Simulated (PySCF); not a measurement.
Al(CF3)(F)(OMe) (C2H3AlF4O), SMILES C[O][Al]([F])[C](F)(F)F.

The structure is a stationary point at PBE0-D3(BJ)/def2-SVP. The values are those of a single conformer.

Method: PySCF 2.14.0 with IEF-PCM-ωB97X/def2-SVP.

The values are the electrostatic part of the solvation free energy, E(continuum) − E(gas) at the gas-phase geometry, in a cavity of scaled van der Waals radii (PySCF's table); cavitation and dispersion terms are not included. A continuum can't describe solvent molecules that bind to the metal. In vacuum the orbital gap is 12.70 eV. The dipole moment in vacuum is 2.84 D.

```
solvent                    ε  ΔG(elec) (kcal/mol)  dipole (D)  gap (eV)
---------------------  -----  -------------------  ----------  --------
water                  78.36                 -8.2        3.13     12.78
toluene                 2.37                 -3.8        3.00     12.71
N,N-dimethylformamide  37.22                 -8.0        3.13     12.78
```
